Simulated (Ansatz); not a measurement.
Consider the substitution at a C–C bond: `CC#[C][GeH2][OH]` + `C=C(N)I` → `C=C(I)NC` + `C#[C][GeH2][OH]`.

Isolated molecules relaxed with PBE0-D4/def2-TZVP in Ansatz; ΔE leaves out vibrations. CCSD(T)/CBS is the MP2 limit (def2-TZVPP, def2-QZVPP) plus CCSD(T) − MP2 in def2-TZVPP, frozen cores. Elements past krypton have def2 core potentials. For Ge, I outer-core shells are correlated without core-valence functions, which leaves a few kJ/mol of doubt a bond. Scalar relativity is left out up to krypton. Each species was taken in one conformer, which may not be the lowest.

```csv
species,CCSD(T)/CBS(def2) energy (Eh)
`CC#[C][GeH2][OH]`,-2269.02128
`C=C(N)I`,-430.62665
`C=C(I)NC`,-469.87979
`C#[C][GeH2][OH]`,-2229.74950
```

Problem. Work out ΔE.

Solution. ΔE = (-469.87979) + (-2229.74950) − (-2269.02128) − (-430.62665) = 0.01864 Eh = +0.51 eV.

Largest T1 diagnostic among the species: 0.012.

In def2-TZVPP, CCSD(T) changes the Hartree–Fock value by −0.08 eV (the triples alone add −0.01 eV) and MP2 by −0.06 eV. The D4 term adds −0.04 eV with B3LYP and −0.02 eV with PBE0; it sums over pairs of atoms, weighted by their polarisabilities, and B3LYP, whose exchange is more repulsive, gets the larger term.

B3LYP here is the variant with VWN-RPA as its local correlation; programs differ in this.
